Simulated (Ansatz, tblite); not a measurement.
Cost and result up the ladder for the cluster MgBr₂ (3 atoms). The state is a singlet with charge 0. Geometry: PBE-D4/def2-TZVP.

```tsv
atom	x (Å)	y (Å)	z (Å)
Mg1	0.003	0.004	0.007
Br2	1.020	1.590	-1.372
Br3	-1.024	-1.594	1.365
```

Ansatz on 4 threads of Arm Neoverse V1 on a shared host; xTB runs through tblite on one thread. Times are rough, summed over both states, and most runs start from the orbitals of an earlier one. CCSD(T)/def2-TZVPP serves as the yardstick here, not as an exact answer. Differences are given only for rows in sets of like size (and for xTB, whose basis is part of the method), since another set adds its own error. The other state is a triplet at its own geometry.

The 6-31G sets use Cartesian d functions. The xTB rows come from tblite. B3LYP takes the VWN-RPA correlation. HSE06 is defined as in plane-wave codes, on full-range PBE exchange. Correlated methods freeze 19 core orbitals; core or outer-core shells of Mg, Br are correlated, in sets that lack core-valence functions. In the triplet, Br2 and Br3 lie 2.96 Å apart (atoms count from 1), so these atoms are partly bonded to each other. At PBE0-D4/def2-TZVP a singlet of charge 0 lies 3.16 eV below the triplet, each at its own geometry. The structure comes from a short search, and lower isomers may exist.

Correlated methods converge slowly with the basis.

xTB has no spin-polarisation term.

| level | functions | triplet − singlet (eV) | difference from CCSD(T)/def2-TZVPP (eV) |
| --- | --- | --- | --- |
| ωB97M-V/def2-TZVP | 128 | 3.49 | 0.03 |
| GFN2-xTB | 27 | 2.56 | -0.90 |
| PBE-D4/def2-TZVP | 128 | 2.96 | -0.50 |
| MP2/def2-TZVP | 128 | 3.55 | 0.09 |
| BHLYP-D4/def2-TZVP | 128 | 3.35 | -0.11 |
| CCSD(T)/def2-TZVPP | 128 | 3.46 | 0.00 |
| HF/6-31G | 71 | 2.95 | – |
| PBE0-D4/def2-TZVP | 128 | 3.16 | -0.30 |
| B3LYP-D4/6-31G | 71 | 2.87 | – |
| LDA (SPW92)/def2-TZVP | 128 | 3.05 | -0.41 |
| RPA@PBE/def2-TZVP | 128 | 3.09 | -0.37 |
| r2SCAN-D4/def2-TZVP (with forces) | 128 | 3.15 | -0.31 |
| HSE06-D4/def2-TZVP | 128 | 3.16 | -0.30 |
| GFN1-xTB | 22 | 2.26 | -1.20 |

Problem. Estimate how long each takes.

Solution. GFN1-xTB 0.004 s; GFN2-xTB 0.007 s; HF/6-31G 1.2 s; LDA (SPW92)/def2-TZVP 1.7 s; B3LYP-D4/6-31G 2.3 s; PBE-D4/def2-TZVP 3 s; MP2/def2-TZVP 3.8 s; RPA@PBE/def2-TZVP 4.9 s; HSE06-D4/def2-TZVP 5.1 s; BHLYP-D4/def2-TZVP 6.3 s; PBE0-D4/def2-TZVP 7.1 s; r2SCAN-D4/def2-TZVP (with forces) 8.4 s; ωB97M-V/def2-TZVP 16 s; CCSD(T)/def2-TZVPP 30 s. On shared hardware such times vary by a factor of up to 3.
